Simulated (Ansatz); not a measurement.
Geometry optimisation, RKS BHLYP-D4/6-31G* in Ansatz.

Input:

```yaml
crystal:
  periodic: [false, false, false]
  atoms:
    - { symbol: C, position_ang: [0.01692, 1.73149, 0.34611] }
    - { symbol: Si, position_ang: [1.2377, 0.86997, -0.56196] }
    - { symbol: S, position_ang: [0.89758, -1.36485, -0.12078] }
    - { symbol: S, position_ang: [2.82299, -2.02532, 0.01607] }
    - { symbol: H, position_ang: [-0.52567, 1.27262, 1.16155] }
    - { symbol: H, position_ang: [-0.08871, 2.80221, 0.28026] }
    - { symbol: H, position_ang: [2.30524, 0.73242, -1.52508] }
    - { symbol: H, position_ang: [2.85601, -2.96488, -0.97525] }
    - { symbol: H, position_ang: [2.6616, -2.98938, 0.96635] }
total_charge: 1
basis:
  gaussian: { orbitals: "6-31G*" }
hamiltonian:
  xc: { name: BHLYP }
  dispersion: d4
relax:
  f_tol: 0.015
  max_steps: 40
```

Launched with:

```bash
$ ansatz run input.yaml --threads 1 --pin off --max-ram 2048MiB --backend cpu --events-out ev --progress --plain --runs-dir out
```

Task: Where does it end, and by what steps?

Result: The run converged. After 8 steps the energy has fallen by 0.489 eV; H7 moved furthest, 0.68 Å.

```tsv
step	energy less start (eV)	largest force component (eV/Å)	accepted
0	0.0000	1.937	yes
1	-0.1920	1.313	yes
2	-0.3427	1.168	yes
3	-0.3892	0.638	yes
4	-0.4667	0.314	yes
5	-0.4786	0.201	yes
6	-0.4847	0.205	yes
7	-0.4887	0.047	yes
8	-0.4891	0.014	yes
```

```xyz
9
Properties=species:S:1:pos:R:3
C 0.224 1.583 0.461
Si 1.119 0.769 -0.729
S 0.896 -1.378 -0.660
S 2.788 -2.042 0.085
H -0.341 1.061 1.215
H 0.139 2.659 0.469
H 1.977 1.255 -1.801
H 2.963 -3.150 -0.650
H 2.419 -2.693 1.198
```

Whether the end is a true minimum wasn't checked by a vibrational analysis.

The run took 78 s on 1 thread of Intel(R) Xeon(R) Processor @ 2.50GHz (Skylake/Cascade Lake) (shared host), peak memory 0.18 GiB.
